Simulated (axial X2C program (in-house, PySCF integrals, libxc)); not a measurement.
Which molecule has these constants?

All values come from calculations with an in-house relativistic program for diatomic molecules, spin-free (one-electron X2C) or two-component (2c: spin–orbit coupling with atomic mean-field Coulomb and Gaunt terms, which also bring small scalar terms), in Dyall basis sets with cores contracted in-house; open shells are unrestricted.

A two-component CCSD(T) calculation in a Dyall 3-zeta basis gave Re = 3.292 Å, ωe = 240.5 cm⁻¹, De = 1.19 eV, Ω = 0.

Question: Which molecule is it?
A. NaCa⁺
B. CaH⁺
C. LiCa⁺

Answer: C. The others have NaCa⁺ 3.653 Å and 130.6 cm⁻¹ (Ω = 0); CaH⁺ 1.904 Å and 1496.8 cm⁻¹ (Ω = 0).

Frozen shells (counts by l): LiCa⁺ Ca 2s1p, Li 1s, 10 electrons correlated; NaCa⁺ Ca 3s2p, Na 2s1p, 2 electrons correlated; CaH⁺ Ca 2s1p, H none, 10 electrons correlated. Coupled cluster in natural virtuals with an MP2 remainder. Where the outer core of a metal is frozen, bonds come out longer and ionisation energies lower.

Each entry is the lowest single determinant of a limited PBE0 search at one distance. De goes to single-determinant-based atoms at the same level (for ions the charge split of lowest energy) and is withheld (n/a) where an atom does not fit its ground term or J level. Main or longest-lived isotopes.
